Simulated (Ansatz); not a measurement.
Gas-phase electronic energies from Ansatz, PBE0-D4/def2-TZVP geometries. CCSD(T)/CBS adds triple-zeta CCSD(T) − MP2 to the extrapolated MP2 energy (def2 sets, frozen cores). This one scheme is used for every species. DFT in def2-TZVPP. For Ga outer-core shells are correlated without core-valence functions, which leaves a few kJ/mol of doubt a bond. Scalar relativity is left out up to krypton.

Consider the ligand exchange at a Ga–C bond: `C#[C][GaH][CH3]` + HCl → `[CH3][GaH][Cl]` + `C#C`.

`C#[C][GaH][CH3]`:

```xyz
9

C    -2.551    0.276    0.952
C    -1.346    0.222    0.852
Ga    0.569    0.133    0.672
C     1.290   -0.270   -1.103
H    -3.612    0.324    1.043
H     1.419    0.385    1.961
H     0.883    0.429   -1.837
H     2.378   -0.227   -1.134
H     0.970   -1.272   -1.406
```

HCl:

Z-matrix (Å, degrees):
```
Cl
H 1 1.279
```

`[CH3][GaH][Cl]`:

Z-matrix (Å, degrees):
```
C
Ga 1 1.952
H 1 1.089 2 110.9
H 1 1.093 2 110.2 3 121.1
H 1 1.093 2 109.9 3 -120.7
Cl 2 2.160 1 116.2 3 2.5
H 2 1.560 1 130.1 3 -177.6
```

`C#C`:

Cartesian coordinates in Å:
```
C -0.364 -0.456 -0.135
C 0.364 0.456 0.135
H -1.012 -1.266 -0.374
H 1.012 1.266 0.374
```

**Question.** Is it downhill or uphill in electronic energy at CCSD(T)/CBS, and by how much? (Estimate.)

**Answer.** Ansatz gave: Downhill: ΔE = -21.5 kcal/mol.

**Question.** What do these levels give: r2SCAN-D4, r2SCAN0-D4, PBE-QIDH, BHLYP, MP2/def2-SVP, HF/def2-QZVPP? (An estimate is asked.)

**Answer.** Ansatz gave: r2SCAN-D4 -22.7, r2SCAN0-D4 -23.1, PBE-QIDH -22.1, BHLYP -23.8, MP2/def2-SVP -22.5, HF/def2-QZVPP -24.7 kcal/mol.

Largest T1 diagnostic among the species: 0.013.

At CCSD(T), def2-SVP lies −1.0 kcal/mol from the extrapolated value and def2-TZVPP +1.0 kcal/mol. From BLYP to BHLYP (50 % exact exchange), in def2-TZVPP and without D4, ΔE moves by −1.1 kcal/mol.
